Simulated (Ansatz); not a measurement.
Species: sum formula H₆SiNO₃, charge 1, multiplicity 1. It need not be the lowest isomer of its formula. 
Coordinates optimised at B3LYP-D3(BJ)/def2-TZVP (Ansatz, an electronic-structure program):
```xyz
11

Si     0.1253     0.1468    -0.0049
O      1.3631    -0.5307    -0.7612
O      0.3190     0.4388     1.5572
O     -0.7070     1.2341    -0.8345
N     -1.0920    -1.2792     0.0431
H      1.7992    -0.1746    -1.5414
H      1.1654     0.4862     2.0122
H     -0.8722     2.1393    -0.5534
H     -0.6308    -2.1557     0.2970
H     -1.8340    -1.1140     0.7269
H     -1.5386    -1.4199    -0.8658
```
Charge +1, spin multiplicity 1.

Basis-set convergence of Hartree-Fock and CCSD correlation energies (hartree) with Ansatz. Correlated levels leave the core frozen unless marked. No spin-orbit coupling. Non-relativistic.

| basis | functions | E(HF) | E(corr, CCSD) |
|---|---|---|---|
| cc-pV(D+d)Z | 109 | -571.45902 | -0.85528 |
| cc-pV(T+d)Z | 243 | [?] | [?] |

Question: What belongs in the gaps?

Answer: 
- cc-pV(T+d)Z, E(HF): -571.59461
- cc-pV(T+d)Z, E(corr, CCSD): -1.06856
